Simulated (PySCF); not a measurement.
CrOCl, quartet: molecular constants

Level of theory: UB3LYP in PySCF with Cr def2-SVP, O def2-SVP, Cl def2-SVP; no relativity; density-fitted integrals.

The structure is a higher-order saddle point with 2 imaginary modes (one degenerate set).

| Quantity | Value |
| --- | --- |
| Point group | C∞v |
| Bond lengths | Cr–Cl 2.194 Å, Cr–O 1.597 Å |
| Bond angles | Cl–Cr–O 180.0° |
| Spin squared ⟨S²⟩ | 3.930 |
| Principal polarisabilities | 26.6, 26.6, 62.4 bohr³ |
| Atomisation energy without zero-point energy | 809 kJ/mol |
| Lowest empty level (α) | -3.93 eV |
| Dipole moment | 0.11 D |
| Highest occupied level (α) | -6.85 eV |
| Principal quadrupole moments (Buckingham, traceless) about the centre of mass | -11.05, 5.52, 5.52 D Å |
| Rotational constants | 0.09177 cm⁻¹ |
| Zero-point energy (real modes) | 8.1 kJ/mol |

Harmonic modes (masses in u: Cr 51.941, O 15.995, Cl 34.969):
| symmetry | ω (cm⁻¹) | IR (km/mol, summed over degenerate members) | μ (u) |
| --- | --- | --- | --- |
| π | 148i | – | 24.80 |
| σ+ | 407 | 38.5 | 33.24 |
| σ+ | 943 | 88.0 | 19.56 |

In C∞v the vibrations span π + 2σ+.

Charges (e):
| atom | Mulliken | Löwdin | polar tensor | spin (Mulliken) | Mayer order to Cr1 |
| --- | --- | --- | --- | --- | --- |
| Cr1 | 0.69 | 0.24 | 0.99 | 3.49 | – |
| O2 | -0.43 | -0.17 | -0.48 | -0.40 | 2.03 |
| Cl3 | -0.26 | -0.08 | -0.51 | -0.09 | 1.17 |

Mulliken populations on Cr1: s 6.51, p 12.36, d 4.43, f 0.01.

Only a few start shapes were tried, so a lower isomer may exist. With open d or f shells other occupations or spin states may lie lower. At this level a quartet minimum of Cs symmetry lies 15 kJ/mol below this structure.

The final relaxation and frequency run took roughly 50 core-seconds on a shared host.
